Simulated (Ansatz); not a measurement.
CH₆BNO₂, relaxed with RKS PBE-D4/def2-SVP in the Gaussian-basis code of Ansatz from a rough embedded geometry. The force threshold is 0.03 eV/Å; the program also tests the step.

Total charge 0; spin multiplicity 1. The bonds changed during the relaxation, so this is another structure than the one it started from.

Start:

```xyz
11

B    -1.392   -0.093    0.389
C     0.088   -0.071   -0.034
N     0.766    0.927    0.769
O     0.183    0.291   -1.470
O     0.672   -1.340    0.204
H    -1.710   -0.130    1.560
H    -2.207   -0.683   -0.301
H     1.779    0.985    0.433
H     0.375    1.935    0.512
H    -0.130   -0.522   -1.910
H     1.575   -1.298   -0.150
```

| step | energy (eV) | largest force (eV/Å) | largest move (Å) |
| --- | --- | --- | --- |
| 1 | -7379.2494 | 2.498 | 0.000 |
| 2 | -7379.7241 | 1.071 | 0.196 |
| 3 | -7379.8126 | 0.470 | 0.064 |
| 4 | -7379.8774 | 0.309 | 0.200 |
| 5 | -7379.9444 | 0.311 | 0.200 |
| 6 | -7379.9604 | 1.631 | 0.195 |
| 7 | -7380.0442 | 0.559 | 0.200 |
| 8 | -7380.0650 | 1.071 | 0.200 |
| 9 | -7380.1181 | 0.588 | 0.138 |
| 10 | -7380.1944 | 0.756 | 0.156 |
| 11 | -7380.3677 | 0.652 | 0.193 |
| 13 | -7380.6488 | 0.901 | 0.094 |
| 15 | -7380.8887 | 1.839 | 0.195 |
| 17 | -7380.9252 | 2.812 | 0.152 |
| 19 | -7381.1490 | 0.715 | 0.150 |
| 21 (rejected) | -7381.1689 | 0.273 | 0.195 |
| 23 | -7381.1915 | 0.115 | 0.093 |
| 25 | -7381.2047 | 0.439 | 0.195 |
| 27 | -7381.2520 | 0.428 | 0.200 |
| 29 | -7381.2880 | 0.324 | 0.063 |
| 31 | -7381.3010 | 0.078 | 0.017 |
| 33 | -7381.3018 | 0.020 | 0.016 |

End:

```xyz
11

B    -1.057    0.128   -0.389
C     0.477   -0.063    0.073
N     0.956    0.621    1.112
O    -1.301   -0.079   -1.796
O     1.264   -0.953   -0.512
H    -1.365    1.267    0.034
H    -1.554   -0.719    0.405
H     1.831    0.413    1.604
H     0.323    1.319    1.515
H    -1.730   -0.934   -1.943
H     2.156   -0.999   -0.103
```

It took 32 s on 4 threads of an Intel Xeon Platinum 8375C on a shared host, with 0.17 GiB of host memory at the peak.
